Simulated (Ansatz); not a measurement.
Geometry optimisation, Ansatz 0.2.0, RKS PBE-D4/def2-SVP.

Input file:

```yaml
crystal:
  periodic: [false, false, false]
  atoms:
    - { symbol: F, position_ang: [-1.9024, 0.7882, -0.4099] }
    - { symbol: Ge, position_ang: [-0.3888, 1.152, 0.3068] }
    - { symbol: O, position_ang: [0.1684, -0.3022, 1.1525] }
    - { symbol: Al, position_ang: [0.6341, -1.5217, -0.1549] }
    - { symbol: H, position_ang: [0.6296, 1.5846, -0.8014] }
    - { symbol: H, position_ang: [0.09815, 0.01633, 2.08722] }
    - { symbol: H, position_ang: [-0.5609, -2.522, -0.6458] }
    - { symbol: H, position_ang: [2.047, -1.5651, -0.828] }
basis:
  gaussian: { orbitals: def2-SVP }
hamiltonian:
  xc: pbe
  dispersion: d4
relax:
  f_tol: 0.02
  max_steps: 50
```

Run as:

```bash
$ ansatz run input.yaml --threads 2 --pin off --max-ram 3072MiB --backend cpu --events-out ev --progress --plain --runs-dir out
```

Problem. Where does it end, and by what steps?

Solution. It converged. After 17 steps the energy has fallen by 2.859 eV; H5 moved furthest, 1.24 Å. Joined: Al4–H5 (3.17 → 1.78 Å).

```
step  energy less start (eV)  largest force component (eV/Å)  accepted
   0                  0.0000                           6.815       yes
   1                 -1.2429                           3.973       yes
   2                 -1.8505                           0.904       yes
   3                 -2.1320                           0.915       yes
   4                 -2.3485                           0.759       yes
   5                 -2.5547                           0.643       yes
   6                 -2.6753                           0.462       yes
   7                 -2.7636                           0.601       yes
   8                 -2.8279                           0.315       yes
   9                 -2.8253                           0.636        no
  10                 -2.8420                           0.087       yes
  11                 -2.8464                           0.356       yes
  12                 -2.8531                           0.295       yes
  13                 -2.8568                           0.082       yes
  14                 -2.8583                           0.050       yes
  15                 -2.8586                           0.105       yes
  16                 -2.8589                           0.044       yes
  17                 -2.8590                           0.005       yes
```

```xyz
8
Properties=species:S:1:pos:R:3
F -1.931 0.867 0.172
Ge -0.259 1.510 0.193
O 0.371 -0.149 1.231
Al 0.717 -1.105 -0.344
H 0.331 0.437 -1.146
H -0.353 -0.458 1.810
H -0.437 -2.159 -0.662
H 2.285 -1.312 -0.546
```

Whether the end is a true minimum wasn't checked by a vibrational analysis.

Run time: 23 s on 2 threads of AMD EPYC 9R14 (Zen 4), on a shared host, peak memory 0.17 GiB.
